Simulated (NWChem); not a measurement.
System meant: CH₇NOSi; SMILES CO[SiH2]N

Here is an NWChem input.

```
start job
memory heap 200 mb stack 900 mb global 1100 mb
geometry units angstroms noautoz
  Si    -0.422379    -0.528829    -0.000193
  N      0.485645    -1.981897     0.000345
  O      0.552551     0.827681    -0.000593
  C      0.071146     2.138852    -0.000619
  H     -1.269746    -0.508135    -1.232141
  H     -1.269891    -0.507248     1.231643
  H      0.988256    -2.262289     0.834915
  H      0.988244    -2.262907    -0.834024
  H     -0.543546     2.361329    -0.894106
  H     -0.543039     2.361538     0.893167
  H      0.924270     2.835373    -0.000942
end
basis spherical
  * library def2-svp
end
dft
  xc b3lyp
  iterations 4
  mulliken
end
task dft energy
```

End of the output:

```
    Atom       Charge   Shell Charges
 -----------   ------   -------------------------------------------------------
    1 Si  14    13.48   2.00  1.93  0.61  0.31  5.81  1.24  0.98  0.59
    2 N    7     7.22   1.97  0.71  0.44  2.27  1.82  0.02
    3 O    8     8.28   1.97  0.90  0.59  2.77  2.02  0.02
    4 C    6     5.93   1.96  0.57  0.30  1.83  1.13  0.13
    5 H    1     1.13   0.66  0.44  0.02
    6 H    1     1.13   0.66  0.44  0.02
    7 H    1     0.93   0.59  0.21  0.12
    8 H    1     0.93   0.59  0.21  0.12
    9 H    1     0.99   0.65  0.28  0.06
   10 H    1     0.99   0.65  0.28  0.06
   11 H    1     0.98   0.65  0.27  0.06

 center of mass
 --------------
 x =   0.02400896 y =  -0.04847031 z =   0.00000000

 moments of inertia (a.u.)
 ------------------
         588.901758818526          -0.000000166661           0.000000000000
          -0.000000166661          92.037481488425           0.000000000000
           0.000000000000           0.000000000000         637.571430494854

     Multipole analysis of the density
     ---------------------------------

     L   x y z        total         alpha         beta         nuclear
     -   - - -        -----         -----         ----         -------
     0   0 0 0     -0.000000    -21.000000    -21.000000     42.000000

     1   1 0 0      0.210497      0.105248      0.105248      0.000000
     1   0 1 0     -0.000806     -0.000403     -0.000403      0.000000
     1   0 0 1     -0.000000     -0.000000     -0.000000      0.000000

     2   2 0 0    -24.956715    -35.961886    -35.961886     46.967056
     2   1 1 0     -3.031613      1.160551      1.160551     -5.352716
     2   1 0 1      0.000000      0.000000      0.000000      0.000000
     2   0 2 0    -21.801580   -179.303547   -179.303547    336.805514
     2   0 1 1     -0.000000     -0.000000     -0.000000      0.000000
     2   0 0 2    -24.091498    -22.803522    -22.803522     21.515546

 ------------------------------------------------------------------------
 dft energy failed                                                                                  0
 ------------------------------------------------------------------------
 ------------------------------------------------------------------------
  current input line :
    24: task dft energy
 ------------------------------------------------------------------------
 ------------------------------------------------------------------------
 This type of error is most commonly associated with calculations not reaching convergence criteria
 ------------------------------------------------------------------------
 For more information see the NWChem manual at https://nwchemgit.github.io

0:dft energy failed:Received an Error in Communication
```

Task: What is wrong, and how is it mended?

Result: Convergence was not reached. Cause: the SCF was allowed too few iterations. This input runs:
```
start job
memory heap 200 mb stack 900 mb global 1100 mb
geometry units angstroms noautoz
  Si    -0.422379    -0.528829    -0.000193
  N      0.485645    -1.981897     0.000345
  O      0.552551     0.827681    -0.000593
  C      0.071146     2.138852    -0.000619
  H     -1.269746    -0.508135    -1.232141
  H     -1.269891    -0.507248     1.231643
  H      0.988256    -2.262289     0.834915
  H      0.988244    -2.262907    -0.834024
  H     -0.543546     2.361329    -0.894106
  H     -0.543039     2.361538     0.893167
  H      0.924270     2.835373    -0.000942
end
basis spherical
  Si library def2-svp
  N library def2-svp
  O library def2-svp
  C library def2-svp
  H library def2-svp
end
dft
  xc b3lyp
  iterations 150
  mulliken
end
task dft energy
```
It converges to -461.63709 Ha (B3LYP/def2-SVP).
